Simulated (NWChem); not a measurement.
Species: C3H4F2; SMILES CC=C(F)F

All runs: NWChem. Pople sets run with spherical d functions. Structure relaxed at the PBE-D3(BJ)/def2-SVP level. Level: M05-2X/6-31G* with COSMO at NWChem's default radii, gas-phase geometry; the question gives the dielectric constant.

Task: What does the run give for dielectric constant 2.0? Quantities: electrostatic solvation energy (kcal/mol); dipole in solution (D).

Result: 
- electrostatic solvation energy (kcal/mol): -0.7
- dipole in solution (D): 1.71
